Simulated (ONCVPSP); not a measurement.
# He (Z = 2): variants of one ONCV potential

Base potential:

He, optimised norm-conserving Vanderbilt (ONCV), made with ONCVPSP 4.0.1 (PBE, scalar-relativistic). Core none, reference 1s2. Waves: 1s: rc 0.55 bohr, ncon 4, nbas 8, qcut 11.5 1/bohr, 2 projectors, debl 2.1 Ha; p scattering state at 0.33 Ha: rc 0.45 bohr, ncon 4, nbas 7, qcut 15.7 1/bohr, 2 projectors, debl 1.1 Ha. Local part: polynomial inside 0.30 bohr (lpopt 3, dvloc0 4 Ha). Core correction: none.

Cutoffs, loose and tight: the cutoffs (Ha) at which the residual kinetic energy of the hardest occupied pseudo-wave falls to 1 and 0.1 mHa per electron. They do not see the model core or the augmentation charge, which bear on the density cutoff. Test errors are all-electron minus pseudo excitation energies from the reference, over the configurations 1s1; 1s1.5. A dash means not determined; rows that change the core or the reference have their own tests.

A true bound ghost makes a file unfit for plane-wave use even where its test errors are small: the radial tests pick states by their node count and pass the ghost by.

| change | outcome | cutoff, loose | cutoff, tight | bound ghosts | GHOST(+) flags above zero | largest test error (meV) |
| --- | --- | --- | --- | --- | --- | --- |
| base | generated | 74 Ha | 480 Ha | none | p | +8.3 |
| s: rc 0.8 | generated | 48 Ha | 61 Ha | s | p | +28 |
| local potential polynomial inside 0.30 bohr (lpopt 3, dvloc0 7.5 Ha) | generated | 74 Ha | 480 Ha | none | p | +8.3 |
| functional PBEsol | generated | 73 Ha | 477 Ha | none | p | +7.8 |
| s: rc 0.6 | generated | 64 Ha | 343 Ha | none | p | +12 |
| p: qcut 21.4 | generated | 74 Ha | 480 Ha | none | none | +8.3 |
| all radii scaled by about 1.08 (s 0.60, p 0.48 bohr); local potential polynomial inside 0.32 bohr (lpopt 3, dvloc0 4 Ha) | generated | 64 Ha | 343 Ha | none | p | +12 |

Problem. What comes out with this change to the base: s: rc 0.45, qcut 14.1, nproj 0; local potential the s channel?

Solution. outcome: generated; cutoff, loose: 95 Ha; cutoff, tight: 480 Ha; bound ghosts: none; GHOST(+) flags above zero: none; largest test error (meV): +1.6.
